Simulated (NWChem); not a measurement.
# trifluoroacetic acid (C2HF3O2); SMILES O=C(O)C(F)(F)F

```xyz
8

O     -1.0822    -1.4804     0.0004
C      0.1269    -0.9367     0.0010
O      1.1653    -1.5253     0.0005
C      0.0174     0.5998     0.0003
F     -0.6564     1.0138     1.0696
F      1.2201     1.1412     0.0170
F     -0.6260     1.0130    -1.0881
H     -0.9697    -2.4443    -0.0007
```
Atoms are numbered in this order, from 1.

Results from NWChem. Pople sets run with spherical d functions. All runs use the structure optimised with PBE0/def2-SVP.

**Question.** Order these by “highest occupied level (eV)”, lowest first: CAM-B3LYP/STO-3G; CAM-B3LYP/3-21G; CAM-B3LYP/6-311G**.

**Answer.** CAM-B3LYP/6-311G** (-10.56), CAM-B3LYP/3-21G (-10.00), CAM-B3LYP/STO-3G (-6.01)
